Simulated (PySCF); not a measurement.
**Se²⁺: excitation energy**

Se²⁺ [Ar] 3d10 4s2 4p2 (3P) → Se²⁺ [Ar] 3d10 4s1 4p2 4d1 (high-spin determinant), as a difference of total energies. Computed with PySCF 2.14 in dyall-av2z (16s12p8d, 92 functions), with the non-relativistic Hamiltonian (point nucleus). Correlated levels: valence: [Ar] 3d10 frozen; virtual orbitals above 40 to 60 times the deepest correlated orbital energy dropped. The calculations carry no spin-orbit coupling.

```
           method  excitation energy (cm⁻¹)
              UHF                    180090
              LDA                    194310
              PBE                    191110
             PBE0                    190260
           r2SCAN                    188560
          r2SCAN0                    188830
             PW91                    191350
             TPSS                    189540
            HSE06                    190860
    MP2 (valence)                    187830
SCS-MP2 (valence)                    190550
```

A first-order spin-orbit estimate (lowest level to lowest level, LS coupling) adds 0.051 eV.

The promoted electron is Rydberg-like, and one or two diffuse shells describe it only roughly, which tends to raise the upper state.

The determinant of the upper state mixes LS terms, which raises its energy above the lowest term, most at the Hartree-Fock and MP2 levels.
